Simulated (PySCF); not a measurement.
Computed, not measured: core-valence-separated Tamm–Dancoff BHandHLYP/aug-pcX-1 (pcseg-1 on H, def2-SVPD on Si, def2-SVPD on S) in PySCF, non-relativistic, gas phase, PBE0-D3(BJ)/def2-SVP geometry. BHandHLYP without relativity tends to put these K edges a few eV too low, so spacings mean more than positions.

Main lines of an unknown, eV (oscillator strength): C K: 282.7 (0.056), 283.4 (0.065), 285.8 (0.011), 285.9 (0.039), 286.2 (0.031). Listed: the first five lines at most of each edge with a tenth or more of its strongest line's intensity; roots within 0.03 eV on the same or equivalent atoms are summed. Only the lowest roots were sought, and the top ones are left out.

Question: Which candidate gives them?
A. `S[SiH2]C=C`
B. `C=CS[SiH3]`

Answer: B. 

- `C=CS[SiH3]`: C K: 282.7 (0.056), 283.4 (0.065), 285.8 (0.011), 285.9 (0.039), 286.2 (0.031). First C line listed at 282.7 eV, hole on the terminal =CH2 carbon (1s→π*).
- `C=C[SiH2]S`: C K: 282.1 (0.051), 282.2 (0.067), 285.8 (0.014), 286.1 (0.009), 286.3 (0.008). First C line listed at 282.1 eV, hole on the alkene CH carbon (1s→π*).

One conformer each; other structures than these candidates weren't tested.

Shape of the structure used: `[CH2:1]=[CH:2][S:3][SiH3:4]`: C1–C2–S3–Si4 0°.
